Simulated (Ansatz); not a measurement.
`F[Si@H]1N[C@@H]1[SiH3]` + CH₄ → `C[C@@H]1N[Si@@H]1F` + SiH₄  (formal exchange of groups at a C–Si bond)

Program: Ansatz. Geometries: PBE0-D4/def2-TZVP. ΔE: electronic, gas phase. CCSD(T)/CBS adds triple-zeta CCSD(T) − MP2 to the extrapolated MP2 energy (def2 sets, frozen cores). This one scheme is used for every species. DFT in def2-TZVPP.

```json
{"level": "PBE-D4", "ΔE (kcal/mol)": "10.2"}
{"level": "PBE", "ΔE (kcal/mol)": "9.7"}
{"level": "CCSD/def2-TZVPP", "ΔE (kcal/mol)": "9.2"}
{"level": "HF/CBS(def2)", "ΔE (kcal/mol)": "7.8"}
```

(1) What does CCSD(T)/CBS give? (An estimate is asked.)

Largest T1 diagnostic among the species: 0.013.

Results:

(1) The calculation gave: +10.2 kcal/mol. The listed levels differ from it by 0.0, -0.5, -1.0, -2.4 kcal/mol.

The D4 term adds +0.8 kcal/mol with B3LYP and +0.4 kcal/mol with PBE0; it sums over pairs of atoms, weighted by their polarisabilities, and B3LYP, whose exchange is more repulsive, gets the larger term. In def2-TZVPP, CCSD(T) changes the Hartree–Fock value by +1.9 kcal/mol (the triples alone add +0.4 kcal/mol) and MP2 by +2.6 kcal/mol.

B3LYP here is the variant with VWN-RPA as its local correlation; programs differ in this.
